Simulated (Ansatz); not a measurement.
Start from `C[O][Mo]([OH])([F])([F])([F])[F]` and change one atom or group to get `[OH][Mo]([OH])([F])([F])([F])[F]`.

Ansatz, PBE0-D4/def2-TZVP geometries, multiplicity 1. Each molecule was computed in one conformer, which needn't be the lowest.

Elements past krypton have def2 core potentials.

```json
{"property": "HOMO energy (PBE0/def2-TZVPP) / eV", "`C[O][Mo]([OH])([F])([F])([F])[F]`": "-10.13"}
{"property": "HOMO–LUMO gap (B3LYP/def2-TZVPP) / eV", "`C[O][Mo]([OH])([F])([F])([F])[F]`": "5.62"}
{"property": "LUMO energy (PBE/def2-TZVPP) / eV", "`C[O][Mo]([OH])([F])([F])([F])[F]`": "-4.51"}
{"property": "size of the dipole moment (B3LYP/def2-TZVPP) / D", "`C[O][Mo]([OH])([F])([F])([F])[F]`": "4.45"}
{"property": "HOMO energy (B3LYP/def2-TZVPP) / eV", "`C[O][Mo]([OH])([F])([F])([F])[F]`": "-9.88"}
{"property": "size of the dipole moment (PBE/def2-TZVPP) / D", "`C[O][Mo]([OH])([F])([F])([F])[F]`": "4.25"}
```

(1) Give the same properties after the change, and the shifts. (Estimate.)

## Answers

(1) The calculation gave: 
```
                                        property  `[OH][Mo]([OH])([F])([F])([F])[F]`  shift
              HOMO energy (PBE0/def2-TZVPP) / eV                              -10.68  -0.55
           HOMO–LUMO gap (B3LYP/def2-TZVPP) / eV                                5.68   0.06
               LUMO energy (PBE/def2-TZVPP) / eV                               -4.98  -0.47
size of the dipole moment (B3LYP/def2-TZVPP) / D                                3.12  -1.33
             HOMO energy (B3LYP/def2-TZVPP) / eV                              -10.41  -0.53
  size of the dipole moment (PBE/def2-TZVPP) / D                                2.95  -1.30
```

With PBE0 the HOMO falls by 0.55 eV and the LUMO falls by 0.46 eV, so the gap widens by about 0.09 eV. PBE moves the HOMO by -0.41 eV and ωB97M-V by -0.62 eV. The zero-point energy changes by -76.1 kJ/mol with -9 modes. Dipoles are sizes alone; their direction can turn.

B3LYP here is the variant with VWN-RPA as its local correlation; programs differ in this.
